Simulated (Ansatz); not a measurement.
Species: bicarbonate, CHO$_{3}$, charge -1, multiplicity 1. SMILES: O=C([O-])O
Structure (B3LYP-D3(BJ)/def2-TZVP (Ansatz, a quantum-chemistry and plane-wave program) minimum search):
```
C
O 1 1.2323
O 1 1.2486 2 132.63
O 1 1.4499 2 114.04 3 180.00
H 4 0.9647 1 101.83 2 180.00
```
Charge -1, spin multiplicity 1.

Wanted: vertical ionisation energy to the doublet, in eV. Set-up: UHF or UKS for open shells; non-relativistic; each state is the SCF solution reached for its charge and spin; 6-311+G** with 5d; dispersion terms only where a functional's name holds one; spin-orbit terms left out; 6-31G* and kin with 6d, 5d where marked. Ab initio and DFT rows: single points at B3LYP-D3(BJ) geometries (Ansatz). Sets without +, aug- or the D of def2-TZVPD hold no diffuse functions, which anions need.

```json
[
 {"level": "B3LYP/STO-3G", "program": "Ansatz", "vertical ionisation energy to the doublet (eV)": "-1.58"},
 {"level": "B3LYP/3-21G", "program": "Ansatz", "vertical ionisation energy to the doublet (eV)": "2.73"},
 {"level": "B3LYP/6-31G*", "program": "Ansatz", "vertical ionisation energy to the doublet (eV)": "3.28"},
 {"level": "B3LYP/6-311+G**", "program": "Ansatz", "vertical ionisation energy to the doublet (eV)": "4.13"},
 {"level": "B3LYP/def2-TZVPD", "program": "Ansatz", "vertical ionisation energy to the doublet (eV)": "4.08"}
]
```

No value to compare with is used here. The 4 habitual levels span -1.58 (B3LYP/STO-3G) to 4.13 eV (B3LYP/6-311+G**); B3LYP/def2-TZVPD gives 4.08.

The sets are all those run for this method; left out are runs that failed, that the program found above a lower state of the same kind, or whose <S^2> lies over 0.5 above the pure value.
